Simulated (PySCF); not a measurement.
H3S2, SMILES S[SH2+], charge +1. Coordinates come from a PBE-D3(BJ)/def2-TZVP optimisation. The isomer is the one that the SMILES or the coordinates give; other isomers of the formula were not compared.

Computed equilibrium geometry at PBE-D3(BJ)/def2-TZVP (PySCF confirms it by a frequency run) as bond lengths and angles, and its point group:
point group Cs.
Atoms: S1 S2 H3 H4 H5. Bonded distances (Å): S1–S2 2.069, S1–H3 1.361, S2–H4 1.370, S2–H5 1.370. Angles (°): S2–S1–H3 90.8, S1–S2–H4 101.2, S1–S2–H5 101.2, H4–S2–H5 93.3.
Charge +1, spin multiplicity 1.
